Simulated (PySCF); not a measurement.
## From computed data to an observable: dipole moment from atomic charges

ClFHNOW, SMILES [NH]=[W](=[O])([F])[Cl], multiplicity 1. Atoms are numbered in the order given.

```xyz
6

W      0.0845     0.0867    -0.1523
O      1.7871     0.1695     0.0454
N     -0.2387    -0.9882    -1.5070
H      0.1408    -1.6073    -2.2320
F     -0.5802     1.7879    -0.6042
Cl    -0.8117    -0.9021     1.7133
```
Charge 0, spin multiplicity 1.

The structure is a stationary point at PBE-D3(BJ)/def2-SVP. The spin state was assumed, not searched. The structure was generated by enumeration; whether it is a known compound was not checked. The def2 effective core potentials stand for the cores of W; spin–orbit coupling is left out.

Charges (e) from PBE0/def2-TZVP (PySCF):

| atom | Mulliken | ESP fit |
|---|---|---|
| W1 | 1.425 | 1.104 |
| O2 | -0.442 | -0.405 |
| N3 | -0.569 | -0.706 |
| H4 | 0.274 | 0.415 |
| F5 | -0.380 | -0.241 |
| Cl6 | -0.309 | -0.167 |

The dipole moment of the full density is 1.50 D.

### Question
What dipole moment does each set of point charges give, and which comes closer to that of the density?

### Answer

μ = Σ q r, and 1 e Å = 4.8032 D.
Mulliken: Σ q r = (-0.024, -0.230, -0.291) e Å, |μ| = 1.79 D.
ESP fit: Σ q r = (-0.128, -0.223, -0.189) e Å, |μ| = 1.53 D.
ESP fit comes closer in size. Point charges leave out the atoms' own dipoles (lone pairs, polarised bonds); fits to the potential absorb them, partitions of the density don't.
